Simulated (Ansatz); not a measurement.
Program: Ansatz. Geometries: PBE0-D4/def2-TZVP. ΔE: electronic, gas phase. CBS: MP2 limit from def2 TZ/QZ plus the TZ coupled-cluster correction, frozen cores. This one scheme is used for every species. Functionals use def2-TZVPP. B3LYP here is the variant with VWN-RPA as its local correlation; programs differ in this. Each species was taken in one conformer, which may not be the lowest.

`C#CB[SiH2]C` + `C#CS` → `C#CSB[SiH2]C` + acetylene  (ligand exchange at a B–C bond)

`C#CB[SiH2]C`:

Cartesian coordinates in Å:
```
C 0.448 -0.958 -2.640
C 0.493 -0.005 -1.892
B 0.525 1.129 -0.917
Si -0.042 0.872 1.000
C -0.590 -0.871 1.417
H 0.414 -1.786 -3.310
H 0.895 2.202 -1.296
H 1.106 1.275 1.869
H -1.144 1.841 1.280
H 0.219 -1.581 1.230
H -0.885 -0.955 2.464
H -1.440 -1.163 0.796
```

`C#CS`:

```xyz
5

C    -0.754   -0.450    0.891
C     0.111   -0.140    0.113
S     1.403    0.200   -0.904
H    -1.527   -0.714    1.572
H     0.767    1.104   -1.671
```

`C#CSB[SiH2]C`:

```xyz
13

C     1.938    0.279    0.658
C     1.412    1.382    0.910
S     0.013    2.044    1.426
B     0.316    0.059    1.394
Si   -0.858   -0.816    0.007
C    -0.830    0.085   -1.641
H     2.692   -0.419    0.364
H     0.457   -0.303    2.524
H    -2.262   -0.901    0.506
H    -0.404   -2.225   -0.203
H    -1.190    1.110   -1.530
H    -1.466   -0.422   -2.368
H     0.183    0.126   -2.048
```

`C#C`:

Cartesian coordinates in Å:
```
C -0.282 0.022 0.527
C 0.282 -0.022 -0.527
H -0.785 0.061 1.465
H 0.785 -0.061 -1.465
```

```tsv
level	ΔE (kcal/mol)
PBE-D4	-6.7
r2SCAN-D4	-4.9
B3LYP-D4	1.3
ωB97M-V	-3.4
B3LYP	4.6
MP2/def2-TZVPP	-10.0
HF/def2-QZVPP	15.9
HF/CBS(def2)	15.9
```

Problem. What does CCSD(T)/CBS give? (Estimate.)

Solution. Computed: -4.2 kcal/mol. The listed levels differ from it by -2.5, -0.7, 5.5, 0.8, 8.8, -5.8, 20.1, 20.1 kcal/mol.

Largest T1 diagnostic among the species: 0.014.

In def2-TZVPP, CCSD(T) changes the Hartree–Fock value by −19.8 kcal/mol (the triples alone add −3.8 kcal/mol) and MP2 by −26.0 kcal/mol. The D4 term adds −3.3 kcal/mol with B3LYP and −1.8 kcal/mol with PBE0; it sums over pairs of atoms, weighted by their polarisabilities, and B3LYP, whose exchange is more repulsive, gets the larger term.
